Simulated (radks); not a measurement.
Au69+, configuration [He] 2s2 2p5 3p1 (not the ground configuration).

Method: scalar-relativistic Kohn-Sham, PBE, spin-polarised, spherical densities, finite nucleus; open shells are filled with parallel spins first (spin-orbit coupling, left out, can overturn this in heavy ions); Fermi nuclear charge, rms radius 5.4371 fm; computed with a radial shooting solver on a logarithmic mesh with Libxc functionals.

Energy parts (eV):
| part | energy |
|---|---|
| total | -337435.33 |
| kinetic | 392305.67 |
| electron-nucleus | -747652.61 |
| Hartree | 21705.83 |
| exchange-correlation | -3794.22 |

Orbitals (lengths in bohr, moments of r in powers of bohr):
orbital  occ.  eigenvalue (eV)  <1/r>
1s up       1        -87464.41  95.78
1s down     1        -87443.82  95.80
2s up       1        -20476.64  22.91
2s down     1        -20445.80  22.89
2p up       3        -18620.29  20.37
2p down     2        -18584.28  20.36
3s up       0        -8511.480  9.391
3s down     0        -8478.732  9.396
3p up       1        -7965.783  8.651
3p down     0        -7932.532  8.657
3d up       0        -7557.279  8.168
3d down     0        -7527.631  8.172

The highest occupied level is 3p up at -7965.8 eV. The configuration is held as typed, so some empty levels lie below it. Spin moment in Bohr magnetons: 2. The spin density at the nucleus is -228.3 e/bohr^3 (1s -391.4, 2s 163.1). The density falls to 0.001 e/bohr^3 at r = 0.47 bohr. Summed over all electrons, <r^2> = 0.06727 bohr^2, which gives a Langevin (diamagnetic) susceptibility term of -0.0533 x 10^-6 cm^3/mol. The electron density at the nucleus is 2.236e+06 e/bohr^3 (large components only).
